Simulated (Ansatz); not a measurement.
Ga2H2⁺, relaxed as a doublet with UKS PBE-D4/def2-TZVP in Ansatz, starting from the GFN1-xTB geometry. Force threshold 0.02 eV/Å.

The structure comes from a short search, and lower isomers may exist.

Start:

```xyz
4

Ga   -0.9860    0.1593    0.3071
Ga    1.3770   -0.8763    0.2265
H     2.1417   -0.1224   -1.1141
H    -2.5327    0.8393    0.5806
```

```
        step   energy (eV)  largest force component (eV/Å)  SCF passes
           1  -104763.8717                           1.426          29
           2  -104764.0498                           0.409          32
           3  -104764.0767                           0.156          32
           4  -104764.0965                           0.156          32
           5  -104764.1132                           0.122          31
           6  -104764.1499                           0.039          32
           7  -104764.1570                           0.030          32
8 (rejected)  -104764.1535                           0.060          31
           9  -104764.1577                           0.006          29
```

Force components are those of the run's own axes.

End:

Cartesian coordinates in Å:
```
Ga -1.170 0.525 0.070
Ga 1.173 -0.524 -0.066
H 2.516 -0.509 -0.905
H -2.518 0.507 0.901
```

By distances, no bond broke or formed. The bond that changes most is Ga2–H3, from 1.72 to 1.58 Å (atoms count from 1).

No frequencies were taken in this run, so the end may be a saddle point.

It took 11 s on 4 threads of Arm Neoverse V1 on a shared host.
